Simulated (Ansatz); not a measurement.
```xyz
12

F    -1.364   -0.447   -2.045
Si   -0.341    0.535   -1.287
C    -0.947    0.834    0.467
Si   -0.097   -0.653    1.294
Si    1.491   -0.678   -0.443
H    -0.205    1.744   -2.143
H    -2.025    0.930    0.607
H    -0.473    1.753    0.834
H     0.328   -0.430    2.703
H    -0.974   -1.854    1.238
H     1.952   -1.942   -1.071
H     2.654    0.207   -0.154
```

Total charge 0; spin multiplicity 1.

(1) List the ωB97M-V/def2-TZVPP orbital energies in eV (Ansatz). (Best estimate.)

Answers

(1) The calculation gave: Occupied: -1807.83, -1806.99, -1806.74, -677.28, -281.18, -148.78, -148.07, -147.88, -102.95, -102.88, -102.87, -102.19, -102.17, -102.17, -101.99, -101.98, -101.97, -35.80, -22.72, -18.51, -17.67, -16.35, -15.32, -15.04, -14.80, -14.05, -13.14, -12.41, -11.75, -10.75, -10.40, -9.29. Lowest empty: 0.93, 1.32, 1.68, 2.43, 2.61, 3.08, 3.56, 3.66.
